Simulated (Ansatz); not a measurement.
Geometry optimisation, RKS PBE0/def2-SVP (Ansatz 0.2.0).

input.yaml

```yaml
crystal:
  periodic: [false, false, false]
  atoms:
    - { symbol: Mo, position_ang: [0.0, 0.0, 0.0] }
    - { symbol: F, position_ang: [0.0, 0.0, 2.12] }
    - { symbol: F, position_ang: [1.77, 0.0, 0.0] }
    - { symbol: F, position_ang: [0.0, 1.77, 0.0] }
    - { symbol: F, position_ang: [-1.77, 0.0, 0.0] }
    - { symbol: F, position_ang: [0.0, -1.77, 0.0] }
    - { symbol: F, position_ang: [0.0, 0.0, -1.77] }
    - { symbol: H, position_ang: [1.2749, 1.3281, 0.6117] }
    - { symbol: H, position_ang: [0.946, 0.9855, 1.5824] }
basis:
  gaussian: { orbitals: def2-SVP }
hamiltonian:
  xc: pbe0
relax:
  f_tol: 0.15
  max_steps: 25
  restrain:
    - { distance: [0, 7], at: 1.64, k: 30.0 }
    - { distance: [8, 1], at: 0.92, k: 30.0 }
    - { distance: [0, 1], at: 2.97, k: 30.0 }
    - { distance: [8, 7], at: 1.86, k: 30.0 }
```

Launched with:

```bash
$ ansatz run input.yaml --threads 4 --pin off --max-ram 5120MiB --backend cpu --events-out ev --progress --plain --runs-dir out
```

**Question.** Where does it end, and by what steps?

**Answer.** It converged. The restraints hold the end off the free minimum; the threshold counts their pulls, which the force column leaves out. Restrained pairs: Mo1–H8 (1.94 → 1.65 Å), F2–H9 (1.47 → 0.92 Å), Mo1–F2 (2.12 → 2.96 Å), H8–H9 (1.08 → 1.87 Å). After 13 steps the energy has fallen by 4.285 eV (the restraints' own energy left out); F4 moved furthest, 1.19 Å.

| step | energy less start (eV) | largest force component (eV/Å) | accepted |
| --- | --- | --- | --- |
| 0 | 0.0000 | 5.522 | yes |
| 1 | 0.0566 | 5.856 | yes |
| 2 | -0.8887 | 5.323 | yes |
| 3 | -2.0933 | 2.356 | yes |
| 4 | -2.7603 | 1.377 | yes |
| 5 | -3.4873 | 1.432 | yes |
| 6 | -3.9079 | 0.471 | yes |
| 7 | -4.0141 | 0.348 | yes |
| 8 | -4.0565 | 0.391 | yes |
| 9 | -4.1178 | 1.239 | yes |
| 10 | -4.2297 | 0.889 | yes |
| 11 | -4.2844 | 0.209 | yes |
| 12 | -4.2848 | 0.260 | no |
| 13 | -4.2851 | 0.245 | yes |

```xyz
9
Properties=species:S:1:pos:R:3
Mo 0.075 0.199 -0.374
F 0.591 -0.214 2.514
F 1.829 -0.165 -0.024
F -0.484 1.798 -1.088
F -1.485 0.372 0.559
F -0.268 -1.576 -0.137
F 0.521 -0.066 -2.126
H 0.561 1.305 0.748
H 0.882 0.661 2.472
```

Time of the run: 39 s on 4 threads of Arm Neoverse V2, on a shared host, peak memory 0.33 GiB.
